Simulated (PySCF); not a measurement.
C$_{3}$H$_{5}$N, SMILES `[H]/N=C\C=C` (C–C–C–N torsion 180°), neutral singlet in the gas phase. 

Cartesian coordinates (Å):
SMILES: [H]/N=C\C=C
```xyz
9

C     -1.4526    -0.2106    -0.3391
C     -0.1537    -0.4223    -0.1483
C      0.7446     0.6110     0.3572
N      1.9903     0.5035     0.5705
H     -2.1109    -0.9846    -0.7143
H     -1.8986     0.7549    -0.1215
H      0.2879    -1.3923    -0.3677
H      0.2787     1.5782     0.5712
H      2.3142    -0.4378     0.3362
```
Charge 0, spin multiplicity 1.

All levels are single points at this geometry (PBE0-D4/def2-TZVP); Pople sets use spherical d functions. Orbital energies aren't observables, and empty levels follow the basis.

```
level                            HOMO (eV)  LUMO (eV)  gap (eV)  dipole (D)  vertical IE, Delta-SCF (eV)
-------------------------------  ---------  ---------  --------  ----------  ---------------------------
B3LYP-D3(BJ)/def2-TZVP in PySCF      -7.51      -1.62      5.88        2.66                        10.03
PBE-D3(BJ)/def2-TZVP in PySCF        -6.18      -2.40      3.78        2.57                            –
PBE0-D4/def2-TZVP in PySCF           -7.75      -1.40      6.35        2.66                         9.97
BP86/6-31G* in PySCF                 -5.93      -2.10      3.82        2.53                            –
SVWN5/6-31G* in PySCF                -5.85      -2.21      3.64        2.57                            –
HF/3-21G in PySCF                    -9.95       3.00     12.95        2.86                            –
```
